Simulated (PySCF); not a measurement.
How methods differ on the ionisation energy of La³⁹⁺

La³⁹⁺ [Ar] → La⁴⁰⁺ [Ne] 3s2 3p5 [3p1/2^2 3p3/2^3, M_J = 3/2], as a difference of total energies. All numbers are calculated (PySCF 2.14, the two-component X2C-1e Hamiltonian, in an even-tempered Gaussian basis (19 s from 8.1 bohr⁻², ratio 2.4; 14 p from 11 bohr⁻², ratio 2.4; 4 d from 42 bohr⁻², ratio 2.6; 4 f from 63 bohr⁻², ratio 2.6)). Correlated levels: 1s2 frozen; the 56 highest virtual spinors dropped. "Screened" scales the spin-orbit matrix elements by Boettger's factors to mimic the two-electron term; Breit and QED terms are absent.

```json
{"method": "GHF (spin-free)", "ionisation energy (eV)": "2982.4"}
{"method": "GMP2 (spin-free)", "ionisation energy (eV)": "2983.2"}
{"method": "GHF (screened spin-orbit)", "ionisation energy (eV)": "2950.8"}
{"method": "GMP2 (screened spin-orbit)", "ionisation energy (eV)": "2951.6"}
```

Breit and QED terms and the two-electron picture change are absent.

The spin-free rows lack the spin-orbit shift.

For comparison: 2950 ± 4 eV (theoretical estimate listed by NIST; NIST Atomic Spectra Database, ionization energies).
